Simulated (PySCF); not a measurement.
## Calculated NMR parameters of C=C=C(C#N)C#C[SiH2]C

```
Formula                               : C7H7NSi
SMILES                                : C=C=C(C#N)C#C[SiH2]C
Point group of the computed structure : C1
Degrees of unsaturation               : 6
Carbon signals                        : 7
Proton signals                        : 3
```

Mapped SMILES: `[CH2:1]=[C:2]=[C:3]([C:4]#[N:5])[C:6]#[C:7][SiH2:8][CH3:9]`; H(Xn) means a hydrogen on atom n.

- GFN2-xTB structure
- σ from GIAO-PBE0/pcSseg-1
- code: PySCF 2.14.0 with density-fitted response routines
- averaged over atoms made equivalent by symmetry, fast rotation or ring inversion, a single conformation, no relativistic terms, gas phase

Shifts are taken against calculated references (same method and geometry level): ¹H (31.72 ppm) and ¹³C (186.93 ppm) and ²⁹Si (349.16 ppm) vs TMS; ¹⁵N (267.73 ppm) against NH3.

| carbon | δC, type | δH (multiplicity) | HMBC from (2–3 bonds) | span of the C tensor (ppm) |
| --- | --- | --- | --- | --- |
| C1 | 86.5, CH2 | 5.74 (s) | – | 158 |
| C2 | 240.6, C | – | H(C1) | 51 |
| C3 | 74.2, C | – | H(C1) | 112 |
| C4 | 116.0, C | – | – | 337 |
| C6 | 100.5, C | – | H(Si8) | 282 |
| C7 | 107.0, C | – | H(Si8), H(C9) | 213 |
| C9 | -5.4, CH3 | 0.41 (t) | H(Si8) | 9 |

Other nuclei:
| atoms | nucleus | environment | δ (ppm) | σ (ppm) |
| --- | --- | --- | --- | --- |
| H(Si8) | ¹H | hydrogen on a silicon bonded to 2 C | 4.54 | 27.18 |
| Si8 | ²⁹Si | silicon bonded to 2 C, 2 H | -68.0 | 417.1 |
| N5 | ¹⁵N | nitrile nitrogen | 322.7 | -55.0 |

- Carbon types of the structure: 5 × C, 1 × CH2, 1 × CH3, leaving 2 H on heteroatoms.
- δC 240.6: central carbon of an allene; the central sp carbon of an allene is among the most deshielded carbons of hydrocarbons.
- δC 116.0: nitrile carbon; this is the usual window of a C≡N carbon, which has no attached hydrogen.
- δC 107.0, 100.5: alkyne carbon.
- δC 86.5, 74.2: terminal carbon of a cumulated C=C=C unit.
- δH 0.41: hydrogen on a methyl carbon bonded to Si; an electropositive neighbour shields it, as in TMS itself.

Shifts are as computed. Against solution values, carbons near 30 ppm lie about +3 ppm off and those near 130 ppm about +5 ppm. Of 1309 compounds with measured shifts, 239 miss one by over three times the rms of a fit or turn the order of signals round; such compounds aren't used in these exercises. Experimental scales use liquid or dissolved standards, which lie at an offset from isolated NH3 (liquid NH3: subtract about 20 ppm). Unscaled 15N shifts of sp2 nitrogen come out 20 to 40 ppm too high even then. No couplings were computed; multiplicities are counted from neighbouring protons, with m where these are inequivalent, close in shift, in a saturated or five-membered ring or joined by F or P, and br s for small geminal =CH2 splittings.
